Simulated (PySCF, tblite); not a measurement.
Compound: C2H6O2Si.
Z-matrix (Å and degrees, GFN2-xTB geometry), rows numbered from 1:
```
O 
C   1  1.2120
C   2  1.4650  1  124.32
Si  3  1.9394  2  105.09  1    67.75
O   4  1.6114  3  106.66  2   -47.59
H   2  1.1071  1  119.95  3   175.32
H   3  1.0879  2  110.35  1   -45.51
H   3  1.0833  2  112.70  1  -169.00
H   4  1.4615  3  108.49  2    72.39
H   4  1.4560  3  108.29  2  -163.64
H   5  0.9639  4  118.68  3    17.40
```

Computed with B3LYP/def2-SVPD in PySCF (dipole) on a GFN2-xTB geometry, gas phase.

Take the most abundant isotopes and a rigid rotor. The values belong to one conformer with, in the numbering `[O:1]=[CH:2][CH2:3][SiH2:4][OH:5]`, O1–C2–C3–Si4 68°, C2–C3–Si4–O5 -48°, C3–Si4–O5–H 17°.

Task: What are A, B and C (cm⁻¹)?

Result: Ia = 75.98, Ib = 159.34, Ic = 215.79 u·Å²; 505379 MHz·u·Å²/I gives 6652, 3172 and 2342 MHz, that is A = 0.22187, B = 0.10579, C = 0.07812 cm⁻¹.

Task: Classify the top.

Result: An asymmetric top; Ray's κ = -0.615.

Task: What does the inertial defect say?

Result: Not planar: Δ = Ic − Ia − Ib = -19.53 u·Å². For a rigid frame Δ = −2 Σ m c², so Σ m c² = 9.77 u·Å² lies off the ab plane: 6.46 from hydrogen and 3.31 from heavier atoms. The atom farthest from that plane is 1.55 Å away.

Task: Give the other two planar moments, Paa and Pbb, and the rms extents of the mass along the axes.

Result: Paa = Σ m a² = (Ib + Ic − Ia)/2 = 149.58 and Pbb = Σ m b² = (Ia + Ic − Ib)/2 = 66.21 u·Å². With the mass M = 90.01 u, the rms extents √(P/M) along a, b and c are 1.29, 0.86, 0.33 Å.

Task: Give the coordinates in the principal-axis frame, origin at the centre of mass.

Result: The sense of each axis is arbitrary; atoms in the order of the calculation.
```
atom  mass (u)   a (Å)   b (Å)   c (Å)
  O1    15.995  -1.747  -0.798   0.040
  C2    12.000  -1.502   0.349  -0.265
  C3    12.000  -0.473   1.172   0.374
 Si4    27.977   1.212   0.359  -0.135
  O5    15.995   1.058  -1.224   0.124
  H6     1.008  -2.019   0.814  -1.127
  H7     1.008  -0.528   1.074   1.456
  H8     1.008  -0.538   2.216   0.092
  H9     1.008   1.457   0.644  -1.548
 H10     1.008   2.250   0.862   0.754
 H11     1.008   0.173  -1.593   0.222
```

Task: List the rotational levels J(Ka,Kc) to J = 5 (cm⁻¹).

Result: Above 0(0,0):
J = 1: 1(0,1) 0.1839, 1(1,1) 0.3000, 1(1,0) 0.3277
J = 2: 2(0,2) 0.5474, 2(1,2) 0.6401, 2(1,1) 0.7232, 2(2,1) 1.0714, 2(2,0) 1.0758
J = 3: 3(0,3) 1.0822, 3(1,3) 1.1478, 3(1,2) 1.3134, 3(2,2) 1.6231, 3(2,1) 1.6444, 3(3,1) 2.2753, 3(3,0) 2.2757
J = 4: 4(0,4) 1.7794, 4(1,4) 1.8205, 4(1,3) 2.0942, 4(2,3) 2.3554, 4(2,2) 2.4151, 4(3,2) 3.0185, 4(3,1) 3.0216, 4(4,1) 3.9212, 4(4,0) 3.9213
J = 5: 5(0,5) 2.6324, 5(1,5) 2.6557, 5(1,4) 3.0590, 5(2,4) 3.2652, 5(2,3) 3.3912, 5(3,3) 3.9491, 5(3,2) 3.9609, 5(4,2) 4.8505, 5(4,1) 4.8508, 5(5,1) 6.0108, 5(5,0) 6.0108
Those of J = 1 are B + C, A + C and A + B.

Task: Which types of transition are allowed, and where do some lines up to J = 4 fall?

Result: The dipole components are |μa| = 0.08 D, |μb| = 3.00 D, |μc| = 0.23 D. The squared components, which scale the intensities, stand as 0.00 : 1.00 : 0.01 (a : b : c). Some lines, for components of 0.1 D or more:

| type | branch | J(Ka,Kc) | MHz | lower level (cm⁻¹) |
| --- | --- | --- | --- | --- |
| c | Q | 3(1,3) ← 3(0,3) | 1966 | 1.082 |
| c | Q | 1(1,1) ← 1(0,1) | 3480 | 0.184 |
| b | R | 2(0,2) ← 1(1,1) | 7416 | 0.300 |
| b | Q | 4(2,2) ← 4(1,3) | 9619 | 2.094 |
| c | Q | 2(2,1) ← 2(1,1) | 10440 | 0.723 |
| b | R | 3(0,3) ← 2(1,2) | 13254 | 0.640 |
| b | Q | 4(2,3) ← 4(1,4) | 16034 | 1.821 |
| c | R | 2(1,1) ← 1(0,1) | 16166 | 0.184 |
| b | R | 3(1,3) ← 2(0,2) | 18002 | 0.547 |
| c | Q | 4(3,2) ← 4(2,2) | 18091 | 2.415 |
| b | Q | 4(3,1) ← 4(2,2) | 18183 | 2.415 |
| b | Q | 3(3,1) ← 3(2,2) | 19551 | 1.623 |
| b | R | 4(1,4) ← 3(0,3) | 22133 | 1.082 |
| b | Q | 4(4,0) ← 4(3,1) | 26972 | 3.022 |
| c | R | 3(2,1) ← 2(1,1) | 27617 | 0.723 |
| c | R | 3(2,2) ← 2(1,2) | 29470 | 0.640 |
| c | R | 4(1,3) ← 3(0,3) | 30338 | 1.082 |
| b | R | 3(3,1) ← 2(2,0) | 35960 | 1.076 |
| c | R | 4(2,3) ← 3(1,3) | 36201 | 1.148 |
| c | R | 4(4,0) ← 3(3,0) | 49332 | 2.276 |

Task: Estimate the classical rotational partition function at 50 K, 298.15 K and 500 K.

Result: Point group C1, symmetry number σ = 1; q = (√π/σ)·√((kT/h)³/(ABC)), k/h = 20836.6 MHz/K: 8480 at 50 K, 123000 at 298.15 K, 268000 at 500 K.

Its GFN2-xTB frequencies are all real (lowest 89 cm⁻¹). Constants of a rigid frame at the computed geometry: no zero-point averaging, no centrifugal distortion.
